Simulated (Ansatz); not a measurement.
`[CH3][GeH2][I]` → `[CH3][GeH]` + HI  (germylene formation by 1,1-elimination)

Gas-phase electronic energies from Ansatz, PBE0-D4/def2-TZVP geometries. CCSD(T)/CBS adds triple-zeta CCSD(T) − MP2 to the extrapolated MP2 energy (def2 sets, frozen cores). Functionals use def2-TZVPP. B3LYP here is the variant with VWN-RPA as its local correlation; programs differ in this. HSE06 is defined as in plane-wave codes. Elements past krypton have def2 core potentials. For Ge, I outer-core shells are correlated without core-valence functions, which leaves a few kJ/mol of doubt a bond. Scalar relativity is left out up to krypton.

`[CH3][GeH2][I]`:

Cartesian coordinates in Å:
```
C 0.765 0.586 -0.504
Ge -0.484 -0.658 0.314
I -2.249 0.675 1.531
H 1.232 1.201 0.264
H 0.238 1.232 -1.207
H 1.539 0.031 -1.039
H 0.186 -1.555 1.366
H -1.226 -1.513 -0.725
```

`[CH3][GeH]`:

```xyz
6

C    -0.250   -0.039   -0.501
Ge   -0.356   -0.101    1.484
H     0.128    0.941   -0.813
H    -1.210   -0.225   -0.982
H     0.482   -0.775   -0.853
H     1.206    0.199    1.664
```

HI:

Z-matrix (Å, degrees):
```
I
H 1 1.610
```

Is it downhill or uphill in electronic energy at CCSD(T)/CBS, and by how much? (Best estimate.)

Computed: Uphill: ΔE = +61.5 kcal/mol.

What do these levels give: revPBE-D4, BLYP-D4, PBE0-D4, BLYP, B3LYP, r2SCANh, r2SCAN0, HSE06, BHLYP, HF/def2-SVP, CCSD/def2-TZVPP, CCSD(T)/def2-TZVPP? (Best estimate.)

Ansatz gave: revPBE-D4 57.3, BLYP-D4 53.5, PBE0-D4 63.2, BLYP 50.2, B3LYP 54.6, r2SCANh 64.2, r2SCAN0 65.1, HSE06 61.8, BHLYP 58.9, HF/def2-SVP 58.5, CCSD/def2-TZVPP 60.5, CCSD(T)/def2-TZVPP 61.4 kcal/mol.

Largest T1 diagnostic among the species: 0.011.

From BLYP to BHLYP (50 % exact exchange), in def2-TZVPP and without D4, ΔE moves by +8.7 kcal/mol. In def2-TZVPP, CCSD(T) changes the Hartree–Fock value by +3.0 kcal/mol (the triples alone add +0.8 kcal/mol) and MP2 by +8.3 kcal/mol. At CCSD(T), def2-SVP lies −2.6 kcal/mol from the extrapolated value and def2-TZVPP −0.1 kcal/mol.
